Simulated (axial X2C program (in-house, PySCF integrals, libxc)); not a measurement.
## Potential curves of ScCl, with spin–orbit coupling

Computed with an in-house relativistic program for diatomic molecules. Two-component (2c) means X2C with spin–orbit coupling and atomic mean-field two-electron Coulomb and Gaunt terms. Basis: Sc dyall-cv3z [10s11p7d5f2g], Cl dyall-av3z [9s8p3d2f] (cores contracted in-house); Gaussian nuclei, density fitting, unrestricted open shells. Masses: Sc 44.956 u, Cl 34.969 u.

State: Ω = 1 (⟨Sz⟩ = -1.00, ⟨Lz⟩ = 2.00 at PBE0). Energies in eV from the fragments at the same level (Sc + Cl). Fits are polynomials in 1 − R0/R over 0.85 to 1.23 times the lowest point R0.

```
 R (Å)     PBE0      MP2     CCSD       HF
2.0158  -3.8496  -3.3671           -2.4543
2.1085  -4.3018  -3.9530  -3.5594  -3.1048
2.1780  -4.4934  -4.2302  -3.8338  -3.4183
2.2475  -4.5902  -4.4014  -4.0018  -3.6178
2.3170  -4.6144  -4.4898  -4.0869  -3.7284
2.3981  -4.5740  -4.5128  -4.1062  -3.7714
2.4792  -4.4800  -4.4713  -4.0611  -3.7452
2.5835  -4.3058  -4.3515  -3.9367  -3.6398
2.7109  -4.0445  -4.1399           -3.4403
2.8963  -3.6234  -3.7667           -3.0781
```

Correlated methods: 10 electrons correlated (number of frozen shells: Sc 3 s, 2 p; Cl 2 s, 1 p), 300 virtual spin orbitals or spinors in MP2, 90 natural virtuals in coupled cluster.

One determinant describes the state; a PBE0 search over occupations chose it and may have missed a lower one. Dissociation energies refer to the lowest single-determinant-based atoms at the same level and basis. Density functionals use the spin component along the axis (collinear). CCSD ran in a truncated set of natural virtual spinors with an MP2 remainder; without triples it tends to underbind. In 2c an atomic determinant is not the ground J level, so De misses part of the atomic spin–orbit lowering. This holds for PBE0. Other states lie close and PBE0, whose exact exchange favours high spin, may order them wrongly; the determinant shown need not be the ground state. The nearest other 2c determinant of the search, Ω = 3, lies 0.02 eV up at the distance of the search. Without a current term, density functionals place determinants with orbital angular momentum somewhat too high. With several unpaired electrons one determinant need not be a pure state. The outer-core s and p shells of the metal are frozen in the correlated rows, which leaves out core–valence correlation; for alkali and alkaline-earth bonds that tends to lengthen them. Coupled cluster ran on the points near the minimum only. MP2 and coupled cluster on one determinant become unreliable at the stretched end.

Q: What are Re, ωe and De at the PBE0 level?

A: At PBE0, 2c: Re = 2.310 Å, ωe ≈ 402 cm⁻¹, De = 4.61 eV to Sc + Cl; Be follows as 0.161 cm⁻¹.

Q: What are Re, ωe and De at the MP2 level?

A: At MP2, 2c: Re = 2.383 Å, ωe ≈ 378 cm⁻¹, De = 4.51 eV to Sc + Cl; Be follows as 0.151 cm⁻¹.

Q: Fit the CCSD curve near its minimum: give the equilibrium distance, the harmonic wavenumber and the well depth.

A: At CCSD, 2c: Re = 2.378 Å, ωe ≈ 381 cm⁻¹, De = 4.11 eV to Sc + Cl; Be follows as 0.152 cm⁻¹.

Q: Fit the HF curve near its minimum: give the equilibrium distance, the harmonic wavenumber and the well depth.

A: At HF, 2c: Re = 2.404 Å, ωe ≈ 376 cm⁻¹, De = 3.77 eV to Sc + Cl; Be follows as 0.148 cm⁻¹.
